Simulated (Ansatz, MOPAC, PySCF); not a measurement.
C32 fullerene with 15 fused pentagon pairs (ring spiral 1 2 3 5 7 9 10 12 14 16 17 18) `c12c3c4c5c1c1c6c2c2c3c3c7c8c9c%10c%11c%12c%13c%10c%10c9c3c4c%10c5c%13c1c%12c6c(c%118)c27`, neutral singlet in the gas phase. 

Cartesian coordinates (Å):
SMILES: c12c3c4c5c1c1c6c7c8c9c%10c%11c%12c(c%13c%14c%15c(c%16c7c1c5c(c%14%16)c%134)c8c%10c%12%15)c3c%11c2c69
```xyz
32

C      2.8313    -0.0032    -0.0028
C      2.3537    -0.6263    -1.2075
C      1.6893    -1.8261    -0.8117
C      1.6467    -1.8633     0.6795
C      2.3559    -0.7346     1.1404
C      1.6944     0.2086     1.9831
C      1.6512     1.5187     1.2699
C      2.3572     1.3528     0.0602
C      1.6929     1.6117    -1.1764
C      1.6467     0.3389    -1.9543
C      0.3115     0.1183    -2.3931
C     -0.4216     1.3236    -2.0512
C     -1.6923     1.2965    -1.5175
C     -2.3569     0.0440    -1.3540
C     -2.8313     0.0032     0.0028
C     -2.3536     1.1567     0.7162
C     -1.6896     0.6702     1.8824
C     -1.6474    -0.8196     1.8056
C     -2.3564    -1.1926     0.6448
C     -1.6948    -1.9610    -0.3599
C     -1.6511    -1.1497    -1.6118
C     -0.3172    -1.1411    -2.1060
C      0.4174    -2.0806    -1.2784
C     -0.4240    -2.4379    -0.1196
C      0.3124    -2.1319     1.0933
C     -0.3132    -1.2530     2.0420
C      0.4234    -0.0672     2.4400
C     -0.4177     1.1157     2.1721
C      0.3174     2.0125     1.2988
C     -0.3110     2.3952     0.0649
C     -1.6462     1.9749    -0.1890
C      0.4224     2.1463    -1.1628
```
Charge 0, multiplicity 1.

All levels are single points at this geometry (GFN2-xTB); Pople sets use spherical d functions. Orbital energies aren't observables, and empty levels follow the basis.

```csv
level,HOMO (eV),LUMO (eV),gap (eV),dipole (D),"vertical IE, Delta-SCF (eV)"
B3LYP-D3(BJ)/def2-SVP in Ansatz,-6.48,-4.05,2.44,0.00,7.98
PBE-D3(BJ)/def2-SVP in Ansatz,-5.88,-4.50,1.38,0.00,7.89
HF/STO-3G in PySCF,-5.09,1.65,6.75,0.00,–
AM1 in MOPAC,-9.13,-4.10,5.04,0.01,–
PM3 in MOPAC,-9.01,-4.07,4.95,0.01,–
PM6 in MOPAC,-9.01,-3.98,5.03,0.01,–
PM7 in MOPAC,-9.14,-4.11,5.03,0.00,–
```

Ansatz is a program for electronic structure.
